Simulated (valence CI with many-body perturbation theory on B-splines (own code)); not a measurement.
Values are calculated unless marked as measured or tabulated.
Au6+: what each term of the Hamiltonian does

Level of theory: configuration interaction combined with many-body perturbation theory (CI+MBPT): five valence electrons over a frozen Dirac-Fock core [Xe] 4f14, a basis of 7 s, 7 p, 8 d, 6 f, 4 g, 1 h functions for each j, with the one-electron correlation potential Σ1 (screened to all orders), the two-electron term Σ2, the three-electron term Σ3, Breit, model QED; selected single and double excitations, second order for the rest, scaled by the run's own slope (own B-spline code, finite nucleus).

No measured levels were compared; by estimate terms of the open shell hold to 2 to 4 % of their energy, and close levels can change places; different configurations can be misplaced against each other by 1,000 to 8,000 cm⁻¹. Core correlation moves these levels by up to 15000 cm⁻¹, and in measured spectra 5 to 20 % of such shifts remained as error; rates that hang on mixing are uncertain with them. Among the levels kept, up to 1000 cm⁻¹ of a level comes from second order outside the variational space, and about a tenth of that is noise between levels of different J, which matters for small intervals. Only levels of the ground parity were solved; by the run's estimate the other parity begins above the list, which can be wrong where configurations are misplaced.

Each rung adds one term. CI alone is the Dirac-Coulomb CI over the frozen core; QED comes last and gives the full result, which names the levels. Energies are above (5d3/2^3 5d5/2^2) J=5/2 [a] on the same rung, in cm⁻¹.

Levels are named by their leading jj configuration (3d3/2^4 stands for four electrons in 3d with j = 3/2), which in mixed levels can hold well under half, so a name can repeat and another be missing. Letters in brackets count levels of one name in rising energy.

| Level | CI alone |
| --- | --- |
| (5d3/2^4 5d5/2) J=5/2 | 19241 |
| (5d3/2^3 5d5/2^2) J=7/2 [a] | 27429 |
| (5d3/2^3 5d5/2^2) J=3/2 | 27618 |
| (5d3/2^3 5d5/2^2) J=11/2 | 29567 |
| (5d3/2^3 5d5/2^2) J=5/2 [b] | 29870 |
| (5d3/2^3 5d5/2^2) J=9/2 | 31016 |
| (5d3/2^3 5d5/2^2) J=1/2 | 31830 |
| (5d3/2^2 5d5/2^3) J=7/2 [a] | 37427 |
| (5d3/2^3 5d5/2^2) J=5/2 [c] | 38563 |
| (5d3/2^2 5d5/2^3) J=11/2 | 43996 |
| (5d3/2^3 5d5/2^2) J=7/2 [b] | 44132 |
| (5d3/2^2 5d5/2^3) J=1/2 [a] | 42706 |
| (5d3/2^2 5d5/2^3) J=3/2 [a] | 43416 |
| (5d3/2^2 5d5/2^3) J=9/2 [a] | 46674 |
| (5d3/2^2 5d5/2^3) J=3/2 [b] | 45882 |
| (5d3/2^2 5d5/2^3) J=13/2 | 48928 |

Q: What do these energies become with core correlation, Breit and QED?

A: (5d3/2^4 5d5/2) J=5/2 18517 (-725); (5d3/2^3 5d5/2^2) J=7/2 [a] 26761 (-668); (5d3/2^3 5d5/2^2) J=3/2 27926 (+309); (5d3/2^3 5d5/2^2) J=11/2 28669 (-898); (5d3/2^3 5d5/2^2) J=5/2 [b] 29937 (+68); (5d3/2^3 5d5/2^2) J=9/2 30387 (-630); (5d3/2^3 5d5/2^2) J=1/2 32812 (+982); (5d3/2^2 5d5/2^3) J=7/2 [a] 37476 (+49); (5d3/2^3 5d5/2^2) J=5/2 [c] 39460 (+898); (5d3/2^2 5d5/2^3) J=11/2 43153 (-843); (5d3/2^3 5d5/2^2) J=7/2 [b] 43811 (-321); (5d3/2^2 5d5/2^3) J=1/2 [a] 44040 (+1334); (5d3/2^2 5d5/2^3) J=3/2 [a] 45116 (+1699); (5d3/2^2 5d5/2^3) J=9/2 [a] 46474 (-200); (5d3/2^2 5d5/2^3) J=3/2 [b] 47372 (+1490); (5d3/2^2 5d5/2^3) J=13/2 47961 (-966).

Q: How does the ionisation energy move along the ladder, and which term matters most?

A: CI alone 91.646, + Σ1 92.994, + Σ2 94.208, + Σ3 94.182, + Breit 94.226, + QED 94.230 eV. The largest step is Σ1, 1.349 eV, with Σ2 about as large (1.214). NIST lists 94 ± 2 eV (theoretical).
